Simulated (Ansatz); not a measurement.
Ansatz (a program for electronic structure) input (RPA@PBE/cc-pVTZ):

Ansatz 0.2 input:
```yaml
crystal:
  periodic: [false, false, false]
  atoms:
    - {symbol: C, position_ang: [-2.31861289, -0.29828874, -0.58727498]}
    - {symbol: C, position_ang: [-1.33842396, 0.79735643, -0.81059522]}
    - {symbol: N, position_ang: [-0.13097699, 0.82092828, -0.12818355]}
    - {symbol: C, position_ang: [0.71634223, 1.97507151, -0.39230620]}
    - {symbol: Ge, position_ang: [0.70065032, -0.74948841, 0.43602079]}
    - {symbol: H, position_ang: [-2.68133679, -0.34852496, 0.45176866]}
    - {symbol: H, position_ang: [-3.18748800, -0.15510020, -1.22969200]}
    - {symbol: H, position_ang: [-1.90659569, -1.28712169, -0.82095659]}
    - {symbol: H, position_ang: [-1.69431263, 1.76522664, -1.14392889]}
    - {symbol: H, position_ang: [0.14406673, 2.89387639, -0.23489060]}
    - {symbol: H, position_ang: [1.56504793, 1.98760766, 0.29086040]}
    - {symbol: H, position_ang: [1.09770256, 1.98819821, -1.42142805]}
    - {symbol: H, position_ang: [1.93067121, -0.28306023, 1.22798719]}
    - {symbol: H, position_ang: [-0.26656110, -1.54058320, 1.32555988]}
    - {symbol: H, position_ang: [1.13900237, -1.62822281, -0.75960175]}
basis:
  gaussian:
    orbitals: cc-pVTZ
hamiltonian:
  xc: pbe
magnetization: {spin_polarized: true, initial_magnetization: 1}
correlation: {method: rpa, electrons: outside_noble_gas}
```

Output:

```
Functional definition: PBE
integrals: 0.91 GiB planned
1737 factors; integrals over basis functions are off by at most 9.9e-4 eV
0.44 GiB of the device are held for the grids
2.47 GiB of device memory are held for the factors and their scratch space
mean field: 2.17 GiB planned
mean field evaluation 1: about -61253.2141 eV, gradient 5.8e1 eV
mean field evaluation 2: about -61253.2019 eV, gradient 5.8e1 eV
mean field evaluation 4: about -61264.8838 eV, gradient 2.6e1 eV
mean field evaluation 8: about -61268.2685 eV, gradient 2.9e-1 eV
mean field evaluation 16: about -61268.2681 eV, gradient 2.0e-3 eV
mean field evaluation 32: about -61252.1116 eV, gradient 5.2e1 eV
mean field -61268.26809850 eV, -2251.5673234960 hartree, gradient 4.8e-6 eV, S^2 0.752683; 1 other end points of the search recorded, 0 dependent functions left out
18 core orbitals not correlated
reference -61204.24253328 eV, -2249.2144273724 hartree; 16, 15 occupied and 269, 270 virtual orbitals, 1737 factors
Total energy: -61243.84515214 eV, -2250.6697967720 hartree
```

It need not be the lowest isomer of its formula.
